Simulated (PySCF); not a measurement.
Au(Cl)(CO) (CAuClO), SMILES [Cl][Au]<-[C-]#[O+], multiplicity 1.

Coordinates come from a PBE0-D3(BJ)/def2-SVP optimisation. The multiplicity is an assumed one; other spin states were not compared. The isomer is the one that the SMILES or the coordinates give; other isomers of the formula were not compared. The def2 effective core potentials stand for the cores of Au; spin–orbit coupling is left out.

Two levels are set side by side: TDA-PBE/def2-SVPD (PySCF) and TDA-LC-ωPBE/def2-SVPD (PySCF). Vertical, same geometry. The lowest singlet is HOMO→LUMO 50 %, HOMO−1→LUMO+1 50 % with PBE and HOMO−1→LUMO+1 41 %, HOMO→LUMO 41 %, HOMO−7→LUMO+1 8 %, HOMO−6→LUMO 8 % with the other functional; states are paired by order. Differences are taken from unrounded values.

```tsv
quantity	TDA-LC-ωPBE	TDA-PBE	TDA-PBE minus TDA-LC-ωPBE
lowest singlet excitation (eV)	5.67	3.73	-1.94
lowest triplet excitation (TDA) (eV)	5.11	3.55	-1.56
first bright state (f over 0.05) (eV)	5.67	4.78	-0.89
its oscillator strength	0.06	0.29	0.24
```

A lower first singlet is the usual sign of a functional without exact exchange. Differences between two approximate levels are no errors against the true value.

Rough cost on one machine, each run with all the roots and properties that it gave: TDA-LC-ωPBE against TDA-PBE about 3 times.
